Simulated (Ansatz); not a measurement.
Consider the ligand exchange at the Si–C bond: `[OH][SbH][CH2][SiH3]` + `[OH][SnH2][OH]` → `[OH][SnH2][O][SiH3]` + `[CH3][SbH][OH]`.

Gas-phase electronic energies from Ansatz, PBE0-D4/def2-TZVP geometries. CBS: MP2 limit from def2 TZ/QZ plus the TZ coupled-cluster correction, frozen cores. Functionals use def2-TZVPP. HSE06 is defined as in plane-wave codes. Elements past krypton have def2 core potentials. For Sb, Sn outer-core shells are correlated without core-valence functions, which leaves a few kJ/mol of doubt a bond. Each species was taken in one conformer, which may not be the lowest.

```csv
level,ΔE (kcal/mol)
r2SCAN0-D4,-23.5
ωB97M-V,-22.8
HSE06,-21.8
MP2/def2-SVP,-22.5
```

(1) What does CCSD(T)/CBS give? (An estimate is asked.)

Largest T1 diagnostic among the species: 0.014.

Answers

(1) The calculation gave: -23.4 kcal/mol. The listed levels differ from it by -0.1, 0.6, 1.6, 0.9 kcal/mol.

Leaving LDA and LC-ωPBE aside and taking each functional with its dispersion term where it has one, the values, not all of them listed here, spread over 6.4 kcal/mol, from BHLYP-D4 to revPBE-D4. LDA lies +1.2 kcal/mol from PBE without D4. From PBE to PBE0 (25 % exact exchange), in def2-TZVPP and without D4, ΔE moves by −1.4 kcal/mol. The D4 term adds +1.2 kcal/mol with B3LYP and +0.6 kcal/mol with PBE0; it sums over pairs of atoms, weighted by their polarisabilities, and B3LYP, whose exchange is more repulsive, gets the larger term.

B3LYP here is the variant with VWN-RPA as its local correlation; programs differ in this.
